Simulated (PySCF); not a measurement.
**Working out the excitation energy of N⁺**

N⁺ [He] 2s2 2p2 (3P) → N⁺ [He] 2s1 2p2 3d1 (high-spin determinant). All numbers are calculated (PySCF 2.14, the spin-free X2C one-electron Hamiltonian (Gaussian nucleus), in aug-cc-pCVTZ-DK). Frozen: nothing. Energies in hartree (1 hartree = 27.21139 eV):

```csv
part,N⁺ (lower),N⁺ (upper)
UHF,-53.920058,-52.825221
MP2 opposite-spin,-0.104856,-0.043725
MP2 same-spin,-0.017699,-0.022990
```

Task: What does Hartree-Fock give?

Result: (-52.825221) − (-53.920058) = 1.094837 hartree = 29.792 eV.

Task: What do MP2 and SCS-MP2 (6/5 opposite-spin, 1/3 same-spin) give?

Result: The opposite-spin parts differ by 1.663 eV and the same-spin parts by -0.144 eV. MP2: 29.792 + (1.663) + (-0.144) = 31.311 eV. SCS-MP2: 29.792 + 1.2 × (1.663) + (-0.144)/3 = 31.740 eV.

One determinant mixes LS terms, so it does not stand for a single term.

The upper state lies above the first ionisation limit, but in LS coupling its spin forbids autoionisation to the ground ion. A Rydberg-like electron needs more diffuse functions than a valence basis has.
